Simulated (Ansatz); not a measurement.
# What each rung costs, and what it gives

Saddle point of SiH₄BrCl, closed shell (SiH₃Br ([SiH3][Br]) + HCl → SiH₃Cl ([SiH3][Cl]) + HBr; bonds formed: Si1–Cl7, Br2–H6; bonds broken: Si1–Br2, H6–Cl7), PBE0-D4/def2-TZVP structure:

| atom | x (Å) | y (Å) | z (Å) |
| --- | --- | --- | --- |
| Si1 | -0.7031 | -0.1202 | -0.0812 |
| Br2 | 1.6017 | -1.3444 | 0.1143 |
| H3 | -1.0593 | -1.2983 | -0.9052 |
| H4 | -0.9895 | -0.2619 | 1.3567 |
| H5 | -1.5307 | 0.9622 | -0.6713 |
| H6 | 1.7227 | 0.4042 | 0.1619 |
| Cl7 | 0.9580 | 1.6584 | 0.0249 |

Barriers are electronic and count from the start structure reached by relaxing down the imaginary mode.

Ansatz 0.2.0; basis: as named in each row; cores frozen in the correlated methods. Filled d shells of the heavier atoms are correlated. The def2 sets are not built for correlating such inner shells, so the correlated values are less sure here. B3LYP uses VWN-RPA correlation. Extrapolation: Hartree–Fock as exp(−7.88 √X), correlation as X^−2.97.

Times are rough, for one single point on 4 threads of a shared host (Arm Neoverse V1).

The estimate by CCSD(T) at an estimated basis limit (MP2 extrapolated from triple and quadruple zeta, plus CCSD(T) − MP2 in triple zeta) is 38.45 kcal/mol.

| method | basis | time (s) | barrier (kcal/mol) | method less estimate |
| --- | --- | --- | --- | --- |
| HF | STO-3G | under 1 | 56.56 | 18.10 |
| PBE-D4 | STO-3G | under 1 | 21.64 | -16.81 |
| SPW92 | def2-SVP | under 1 | 21.45 | -17.01 |
| PBE-D4 | def2-SVP | under 1 | 27.72 | -10.74 |
| B3LYP-D4 | 6-31G | under 1 | 37.03 | -1.42 |
| SPW92 | def2-TZVPP | under 1 | 22.38 | -16.07 |
| PBE0-D4 | def2-SVP | under 1 | 33.01 | -5.44 |
| PBE-D4 | def2-TZVPP | 1 | 28.23 | -10.22 |
| BLYP-D4 | def2-TZVPP | 1 | 31.77 | -6.68 |
| BHLYP-D4 | def2-TZVPP | 2 | 41.11 | 2.66 |
| CCSD(T) | def2-SVP | 2 | 43.65 | 5.20 |
| B3LYP-D4 | def2-TZVPP | 2 | 35.56 | -2.89 |
| CAM-B3LYP-D4 | def2-TZVPP | 2 | 38.40 | -0.05 |
| PBE0-D4 | def2-TZVPP | 2 | 33.14 | -5.32 |
| RPA on PBE | def2-TZVPP | 3 | 38.96 | 0.50 |
| r2SCAN-D4 | def2-TZVPP | 3 | 31.83 | -6.62 |
| B2PLYP | def2-TZVPP | 4 | 37.93 | -0.52 |
| PBE-QIDH | def2-TZVPP | 4 | 37.13 | -1.33 |
| wB97M-V | def2-SVP | 4 | 36.14 | -2.32 |
| r2SCAN0-D4 | def2-TZVPP | 4 | 35.11 | -3.34 |
| wB97X-V | def2-TZVPP | 6 | 38.75 | 0.30 |
| B97M-V | def2-TZVPP | 6 | 36.94 | -1.51 |
| wB97M-V | def2-TZVPP | 7 | 36.94 | -1.51 |
| MP2 | def2-QZVPP | 12 | 37.13 | -1.32 |
| CCSD(T) | def2-TZVPP | 46 | 39.82 | 1.36 |

All methods are single points on the PBE0-D4 structures.

T1 diagnostic: at most 0.010.

Labels in which every atom is bracketed show which atoms are joined, not bond orders.
